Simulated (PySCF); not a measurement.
C₃H₆F₂Si, SMILES F[SiH2][C@@H]1C[C@@H]1F. Heavy atoms are numbered as in [F:1][SiH2:2][C@@H:3]1[CH2:4][C@@H:5]1[F:6]. Hydrogens are named by the atom that carries them.

The structure is a stationary point at PBE0-D3(BJ)/def2-SVP. The structure was generated by enumeration; whether it is a known compound was not checked. One conformer was computed; it need not be the lowest.

The numbers are results of PySCF with PBE/def2-TZVP, not measurements.

ESP charges are fitted to the potential on shells at 1.4 to 2.0 van der Waals radii. Atomic charges (e), one atom of each kind:

```csv
atom,meta-Löwdin,ESP fit,Mulliken
F1,-0.49,-0.25,-0.30
Si2 (SiH2),0.91,0.43,0.46
C3 (CH),-0.39,-0.21,-0.20
C4 (CH2),-0.25,-0.32,-0.24
C5 (CH),0.18,0.01,0.09
F6,-0.29,-0.16,-0.19
H on Si2,-0.11,-0.07,-0.04
H on C3,0.14,0.15,0.12
H on C4,0.13,0.15,0.12
H on C5,0.12,0.14,0.10
```

Computed Mayer and Wiberg (Löwdin basis) orders of the bonds:
```
bond    Mayer  Wiberg
------  -----  ------
F1–Si2   1.11    1.72
Si2–C3   1.00    1.10
C3–C4    0.95    1.22
C3–C5    0.91    1.23
C4–C5    0.99    1.28
C5–F6    1.08    1.68
```
